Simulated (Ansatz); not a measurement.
Ansatz results at the PBE0-D4/def2-TZVP geometry: size of the dipole moment (B3LYP/def2-TZVPP) 3.68 D; HOMO energy (B3LYP/def2-TZVPP) -7.26 eV; LUMO energy (B3LYP/def2-TZVPP) 0.35 eV.

Each molecule was computed in one conformer, which needn't be the lowest.

Problem. Which molecule gave them?
A. `COC(O)S`
B. `C1NCS1`
C. `N=COCN`
D. `N=C(F)[SiH](F)[SiH3]`

Solution. C. The others give `C1NCS1`: 1.94, -6.06, -0.33; `COC(O)S`: 1.48, -6.98, 0.13; `N=C(F)[SiH](F)[SiH3]`: 1.09, -8.39, -1.49.

B3LYP here is the variant with VWN-RPA as its local correlation; programs differ in this.
